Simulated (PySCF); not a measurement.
## NMR data sheet: C6H6N2O

| Quantity | Value |
| --- | --- |
| Formula | C6H6N2O |
| SMILES | CC(=O)c1cccnn1 |
| Point group of the computed structure | Cs |
| Degrees of unsaturation | 5 |
| Carbon signals | 6 |
| Proton signals | 4 |

Numbering as in the mapped SMILES `[CH3:1][C:2](=[O:3])[c:4]1[cH:5][cH:6][cH:7][n:8][n:9]1`. Hydrogens are named by the atom that carries them.

PySCF 2.14.0 with density-fitted response routines calculation with PBE0/pcSseg-1 with gauge-including orbitals and geometry: GFN2-xTB; in vacuum, one computed conformer, non-relativistic Hamiltonian, averaged over atoms made equivalent by symmetry, fast rotation or ring inversion.

Scale: TMS for 1H (31.72 ppm), 13C (186.93 ppm); 15N (267.73 ppm) against NH3; 17O (336.08 ppm) vs H2O (reference shieldings calculated alike).

```tsv
carbon	δC, type	δH (multiplicity)	HMBC from (2–3 bonds)	span of the C tensor (ppm)
C1	30.2, CH3	3.16 (s)	–	46
C2	205.2, C	–	H(C5), H(C1)	210
C4	159.2, C	–	H(C5), H(C6), H(C1)	248
C5	129.9, CH	8.41 (d)	H(C7), H(C6)	257
C6	130.6, CH	7.66 (m)	H(C7), H(C5)	247
C7	157.0, CH	9.67 (d)	H(C5), H(C6)	250
```

Other nuclei:
| atoms | nucleus | environment | δ (ppm) | σ (ppm) |
| --- | --- | --- | --- | --- |
| N9 | 15N | pyridine-type ring nitrogen | 469.5 | -201.8 |
| N8 | 15N | pyridine-type ring nitrogen | 465.4 | -197.7 |
| O3 | 17O | ketone oxygen | 659.4 | -323.4 |

1. Carbon types of the structure: 2 × C, 3 × CH, 1 × CH3, which accounts for all hydrogens.
2. δC 205.2: ketone carbonyl carbon; low-lying n→π* states of the double bond to the heteroatom give a large paramagnetic term (-265 ppm).
3. δC 159.2: substituted aromatic carbon next to a ring nitrogen.
4. δC 157.0: aromatic CH next to a ring nitrogen; the adjacent pyridine-type nitrogen withdraws density from it.
5. δC 130.6, 129.9: aromatic CH; the aromatic region.
6. δH 9.67: hydrogen on an aromatic CH next to a ring nitrogen; ring current plus the neighbouring ring nitrogen.

Shifts are as computed. Against solution values, carbons near 30 ppm lie about +3 ppm off and those near 130 ppm about +5 ppm. Of 1211 compounds with measured shifts, 218 miss one by over three times the rms of a fit or turn the order of signals round; such compounds aren't used in these exercises. Unscaled 17O shifts of doubly bonded oxygen tend to come out too high, by tens of ppm or more. Experimental scales use liquid or dissolved standards, which lie at an offset from isolated NH3 (liquid NH3: subtract about 20 ppm) and H2O (liquid H2O: subtract about 36 ppm). Unscaled 15N shifts of sp2 nitrogen come out 20 to 40 ppm too high even then. Multiplicities follow the n + 1 count of equivalent neighbours, as no J values were calculated; m marks all less simple cases, F and P coupling included.
